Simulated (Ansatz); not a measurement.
Reactions of `COC(C)(F)Cl`.

Computed with Ansatz on PBE0-D4/def2-TZVP structures; ΔE is electronic, products minus reactants. CCSD(T)/CBS is the MP2 limit (def2-TZVPP, def2-QZVPP) plus CCSD(T) − MP2 in def2-TZVPP, frozen cores. This one scheme is used for every species, atoms too. DFT in def2-TZVPP. Open shells (•) are unrestricted, without spin–orbit coupling. Spin–orbit coupling would lower the free atoms: a little for C, Cl, F, O. def2 core potentials past Kr. For I outer-core shells are correlated without core-valence functions, so the limit isn't a true one: a few kJ/mol of doubt a bond, and 10 to 20 or more in all where bonds break to atoms. One conformer a species, not always the lowest.

| reaction | PBE0-D4 (kJ/mol) | PBE-D4 (kJ/mol) |
| --- | --- | --- |
| `COC(C)(F)Cl` + H₂ → `COC(C)F` + HCl | -82 | -74 |
| `COC(C)(F)Cl` + H₂ → `CC(F)Cl` + CH₃OH | -55 | -50 |
| `COC(C)(F)Cl` + HI → `CC(F)(Cl)I` + CH₃OH | 30 | 22 |
| `COC(C)(F)Cl` → `COC(F)CCl` | 9 | 11 |
| `COC(C)(F)Cl` → 3 C• + Cl• + F• + 6 H• + O• | 4601 | 4708 |
| `COC(C)(F)Cl` + H₂ → `COC(C)Cl` + H–F | -80 | -75 |
| `COC(C)(F)Cl` + H–F → `COC(C)(F)F` + HCl | -32 | -28 |

Problem. Give the CCSD(T)/CBS values in the same order. (Estimate.)

Solution. Computed: -83, -55, 23, 8, 4574, -86, -25 kJ/mol.

Largest T1 diagnostic: 0.011, for `COC(C)(F)F`.
